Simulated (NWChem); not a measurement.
## Polarisability of H$_{3}$Ga

```
Ga
H 1 1.5807
H 1 1.5807 2 120.00
H 1 1.5807 2 120.00 3 180.00
```
Charge 0, spin multiplicity 1.

Everything below was run with NWChem. The geometry was optimised at PBE/def2-SVP, a minimum by its harmonic frequencies.

Basis set: def2-SVPD. Static limit.

| method | isotropic polarisability (bohr³) | difference from CCSD linear response |
|---|---|---|
| HF | 31.14 | -1.43 |
| B3LYP | 33.83 | +1.25 |
| PBE | 34.72 | +2.15 |
| BHandHLYP | 32.50 | -0.07 |
| CCSD linear response | 32.57 | 0.00 |

The values span 3.58 bohr³, from HF (lowest) to PBE (highest). 

The Hamiltonian is non-relativistic. The correlated methods keep 9 core orbitals frozen. B3LYP has NWChem's definition, with VWN1-RPA local correlation. The structure started from a generated list of species. Differences from the coupled-cluster row are differences between methods, not errors against experiment.
